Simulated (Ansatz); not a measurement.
Consider the redistribution: `N[SiH2][O][GeH2][NH2]` + `N[Si@H](Cl)O[Si@@H](N)O` → `[NH2][GeH2][O][SiH](N)Cl` + `N[SiH2]O[SiH](N)O`.

Isolated molecules relaxed with PBE0-D4/def2-TZVP in Ansatz; ΔE leaves out vibrations. CCSD(T)/CBS adds triple-zeta CCSD(T) − MP2 to the extrapolated MP2 energy (def2 sets, frozen cores). Functionals use def2-TZVPP. B3LYP here is the variant with VWN-RPA as its local correlation; programs differ in this. For Ge outer-core shells are correlated without core-valence functions, which leaves a few kJ/mol of doubt a bond. Scalar relativity is left out up to krypton. One conformer a species, not always the lowest.

`N[SiH2][O][GeH2][NH2]`:

Cartesian coordinates in Å:
```
N -0.220 1.090 -1.494
Si 0.802 1.378 -0.137
O 1.286 -0.027 0.531
Ge 0.375 -1.563 0.657
N -1.412 -1.327 0.929
H -1.014 1.692 -1.641
H 0.164 0.786 -2.375
H -0.032 2.190 0.790
H 2.051 2.111 -0.472
H 0.569 -2.308 -0.670
H 0.970 -2.278 1.874
H -1.872 -0.816 0.188
H -1.666 -0.927 1.821
```

`N[Si@H](Cl)O[Si@@H](N)O`:

Z-matrix (Å, degrees):
```
Si
O 1 1.633
O 1 1.641 2 111.2
N 1 1.702 2 110.8 3 117.4
H 1 1.478 2 103.4 3 -116.6
H 2 0.959 1 116.2 3 -71.0
Si 3 1.615 1 144.8 2 180.0
H 4 1.006 1 121.8 2 60.7
H 4 1.007 1 120.3 2 -148.4
N 7 1.695 3 110.2 1 60.5
Cl 7 2.065 3 111.3 1 -56.1
H 7 1.475 3 106.8 1 -171.2
H 10 1.006 7 121.6 3 48.6
H 10 1.005 7 121.8 3 -155.0
```

`[NH2][GeH2][O][SiH](N)Cl`:

Cartesian coordinates in Å:
```
N -0.483 -1.600 -1.306
Ge -0.818 0.167 -1.574
O 0.214 1.243 -0.561
Si 0.927 0.932 0.851
N -0.150 0.102 1.891
Cl 2.534 -0.351 0.662
H -0.629 -1.895 -0.350
H 0.434 -1.903 -1.602
H -2.263 0.470 -1.161
H -0.473 0.542 -3.017
H 1.476 2.209 1.351
H -0.996 0.562 2.192
H 0.226 -0.477 2.624
```

`N[SiH2]O[SiH](N)O`:

Cartesian coordinates in Å:
```
N 1.692 0.703 -0.084
Si 1.002 0.151 1.402
O -0.342 -0.729 1.088
Si -1.124 -0.947 -0.338
N -1.798 0.582 -0.735
O -0.116 -1.396 -1.544
H 2.695 0.690 -0.178
H 1.301 1.522 -0.527
H 0.600 1.259 2.306
H 2.033 -0.697 2.047
H -2.081 -2.056 -0.155
H -2.378 1.054 -0.058
H -2.165 0.716 -1.666
H 0.682 -0.852 -1.558
```

Is it downhill or uphill in electronic energy at CCSD(T)/CBS, and by how much? (An estimate is asked.)

The calculation gave: Downhill: ΔE = -1.8 kcal/mol.

What do these levels give: PBE-D4, PBE0-D4, B3LYP-D4, PBE0, B3LYP, HF/def2-TZVPP, SCS-MP2/def2-TZVPP, CCSD/def2-TZVPP, CCSD(T)/def2-TZVPP, HF/def2-QZVPP, MP2/def2-QZVPP, CCSD/CBS(def2)? (Estimate.)

The calculation gave: PBE-D4 -2.7, PBE0-D4 -2.3, B3LYP-D4 -1.9, PBE0 -1.7, B3LYP -0.7, HF/def2-TZVPP 0.5, SCS-MP2/def2-TZVPP -1.9, CCSD/def2-TZVPP -1.8, CCSD(T)/def2-TZVPP -2.3, HF/def2-QZVPP 0.8, MP2/def2-QZVPP -1.9, CCSD/CBS(def2) -1.2 kcal/mol.

Largest T1 diagnostic among the species: 0.011.

In def2-TZVPP, CCSD(T) changes the Hartree–Fock value by −2.8 kcal/mol (the triples alone add −0.5 kcal/mol) and MP2 by −2.8 kcal/mol. The D4 term adds −1.1 kcal/mol with B3LYP and −0.6 kcal/mol with PBE0; it sums over pairs of atoms, weighted by their polarisabilities, and B3LYP, whose exchange is more repulsive, gets the larger term.
